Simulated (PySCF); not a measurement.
Input file for PySCF: R-B3LYP/6-31G* on C4H12O (a complex), monomers drawn apart or pushed together.

```python
from pyscf import gto, scf, dft, mp
from pyscf.data.elements import chemcore

mol = gto.M(
    atom='''
    C     0.48432757    0.24327887   -0.27983338
    O    -0.51380241   -0.51807701    0.38321416
    H     0.75164376    1.14700212    0.27856529
    H     0.06813634    0.54281199   -1.24073835
    H     1.39336548   -0.34016136   -0.46387932
    H    -0.17449668   -0.79623419    1.23979806
    C    -0.29774764   -1.23495623    4.92722230
    C    -0.01894589    0.13025998    5.55069328
    C     0.34151735    1.19207353    4.51488627
    H    -0.52964383   -1.98597019    5.68425599
    H    -1.14924822   -1.18796689    4.24320901
    H     0.57173774   -1.59651218    4.36894942
    H     0.79335767    0.03903393    6.27748195
    H    -0.89792777    0.45540865    6.11440278
    H     0.52295318    2.16177128    4.98158026
    H     1.24852527    0.91490192    3.97024292
    H    -0.46014447    1.31706473    3.78338019
    ''',
    basis='6-31g*',
    cart=True,
    charge=0, spin=0, verbose=3, max_memory=1800)
mf = dft.RKS(mol, xc='b3lyp')
mf.conv_tol = 1e-8
mf.max_cycle = 100
mf.kernel()
if not mf.converged:
    mf = mf.newton().run(mf.mo_coeff, mf.mo_occ)
```

Program output:

```
converged SCF energy = -234.858833123489
```

Self-consistency was reached.

Cost: roughly 8 core-seconds.
